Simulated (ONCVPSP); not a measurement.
# Potentials for Si compared

Generated with ld1.x 7.5 (TM, RRKJ, ultrasoft, PAW), atompaw 4.2 or ONCVPSP 4.0.1. The cutoff is in Ry: for ld1.x and atompaw files where the sum of valence levels is converged to 10 mRy in a Bessel basis, for ONCV files where the hardest occupied wave has 1 mHa per electron of residual kinetic energy. The error is the largest all-electron minus pseudo excitation energy over each file’s own four to seven test configurations (ionisations up to +4, promotions, holes and added fractions of an electron), all of which were solved. The labels leave out finer settings (local radius, basis sizes, second energies), which also bear on the numbers. Spin-polarised tests are not counted. The rows are a selection from randomly drawn settings: files with unsolved tests, undetermined cutoffs or missed reference levels are left out.

| potential | cutoff (Ry) | largest error (meV) | bound ghosts |
| --- | --- | --- | --- |
| ONCV, PBE, scalar-relativistic, rc 0.75/1.05/1.00 (spd), local smoothed, core correction no, reference 2s2 2p6 3s2 3p1.5, qcut 17.3/11.1/9.4, projectors 2/2/1 | 187 | +2.1 | none |
| ONCV, PBE, scalar-relativistic, rc 1.85/2.40/2.05 (spd), local smoothed, core correction no, reference 3s2 3p2, qcut 4.2/3.6/5.1, projectors 2/3/1 | 14 | +44 | none |
| ONCV, LDA (Perdew-Wang 92), non-relativistic, rc 1.05/0.90 (sp), local smoothed, core correction yes, reference 2s2 2p6 3s2 3p2, qcut 10.3/12.2, projectors 3/2 | 188 | +2.9 | none |
| ONCV, PBE, scalar-relativistic, rc 1.05/1.10/1.05 (spd), local smoothed, core correction no, reference 2s2 2p6 3s1.75 3p2.25, qcut 8.9/13.3/10.3, projectors 3/2/2 | 139 | +3.9 | none |

Task: Fill in the row for Si: ONCV, PBE, non-relativistic, rc 1.55/2.00/1.80 (spd), local smoothed, core correction yes, reference 3s2 3p2, qcut 4.5/3.4/4.6, projectors 2/1/1.

Result: cutoff 16 Ry, largest error +18 meV, bound ghosts: none.
